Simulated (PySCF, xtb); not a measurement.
Nb(NH)(F)2(OH) (F₂H₂NNbO), SMILES [NH]=[Nb]([OH])([F])[F], multiplicity 1.

xtb with GFN2-xTB at its own geometry gives an orbital gap of 3.46 eV and a dipole moment of 4.14 D.

Coordinates come from a B3LYP-D3(BJ)/def2-SVP optimisation. The spin state was assumed, not searched. The structure was generated by enumeration; whether it is a known compound was not checked. The def2 effective core potentials stand for the cores of Nb; spin–orbit coupling is left out. Other conformers were not sampled.

What does PBE/def2-TZVP (PySCF) give? (The exact figures need the calculation; the answer reports its results.)

gap 4.85 eV (levels -7.02 and -2.17 eV), dipole 2.71 D.
